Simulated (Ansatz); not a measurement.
Na₄Li₂. Charge 0, multiplicity 1. Geometry PBE/def2-SVP, basis def2-TZVP, Ansatz.

```xyz
6

Li    0.007    0.001    0.005
Li    1.635    0.003    2.384
Na   -1.398    1.805   -2.075
Na    0.638    2.897    0.847
Na    0.556   -2.898    0.901
Na   -1.438   -1.807   -2.063
```

| run | HOMO (eV) | LUMO (eV) |
| --- | --- | --- |
| A | -3.16 | -1.46 |
| B | -3.00 | -1.60 |
| C | -4.71 | -0.17 |
| D | -3.12 | -1.63 |
| E | -3.03 | -1.76 |
| F | -3.13 | -1.86 |

LC-ωPBE has ω = 0.4 bohr⁻¹. HSE06 is defined as in plane-wave codes, on full-range PBE exchange. The structure comes from a short search, and lower isomers may exist.

**Question.** The runs used HSE06, LC-ωPBE, LDA (SPW92), PBE, r2SCAN, r2SCANh. Estimate which is which.

**Answer.** A r2SCANh (10 % exact exchange); B r2SCAN (0 % exact exchange); C LC-ωPBE (range-separated); D HSE06 (range-separated); E PBE (0 % exact exchange); F LDA (SPW92) (0 % exact exchange). Exact exchange lowers occupied and raises empty levels; among semilocal functionals meta-GGAs tend to open the gap a little, and such runs are hard to tell apart. The gap grows from 1.27 eV (PBE) to 4.54 eV (LC-ωPBE). The restricted singlet is unstable towards broken spin symmetry in Hartree–Fock (as tested in another run); at r2SCANh/def2-TZVP, r2SCAN/def2-TZVP, LC-ωPBE/def2-TZVP, HSE06/def2-TZVP and others this wasn't settled.
